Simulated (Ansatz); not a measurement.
Problem. Name a neutral molecule of C, F and H with HOMO energy (B3LYP/def2-TZVPP) between -8.45 and -8.15 eV and LUMO energy (B3LYP/def2-TZVPP) between -1.75 and -1.45 eV (Ansatz, PBE0-D4/def2-TZVP geometry).

Solution. `FC/C(F)=C\C(F)(F)F` (-8.43 eV, -1.53 eV). Other molecules can fit too; these were computed, each in one conformer that needn't be the lowest.

B3LYP here is the variant with VWN-RPA as its local correlation; programs differ in this.
